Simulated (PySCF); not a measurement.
# Configurations of YbH

Unrestricted PBE0; PySCF, spin-free X2C with a Gaussian nucleus, basis sets Yb x2c-SVPall, H x2c-SVPall. The search starts from ions with several 4f fillings and holds each by maximum overlap.

The lowest solution has 2Ms+1 = 2, about 13.9 4f electrons, near 2.06 Å.

Solutions at the starting distance of 1.815 Å, counted from the lowest; the search is not exhaustive:

```
2Ms+1  4f population  E (eV)  ⟨S²⟩  ⟨Lz²⟩  μ (D)
    2          13.94    0.00  0.75    0.0  -2.67
    2          13.00    1.69  0.75    4.0  -1.74
    2          13.00    1.90  0.75    1.9  -1.72
    2          13.00    2.10  0.75    9.0  -1.81
    4          13.00    2.84  3.75    8.0  -2.89
    4          13.00    2.93  3.75    8.0  -2.89
    4          13.00    2.97  3.75    4.9  -1.27
    4          13.00    3.00  3.75    5.0  -1.24
    4          13.00    3.49  3.75   10.0  -1.03
```

Partly filled real f orbitals mix terms, so no term symbols are given. A positive dipole means Yb(−)H(+).

Spin–orbit coupling is left out. Counting both spins, an empty level lies below a filled one in some of these solutions, because spin and occupation are held. With d or f electrons several states lie close, and the lowest PBE0 determinant need not be the measured ground state.
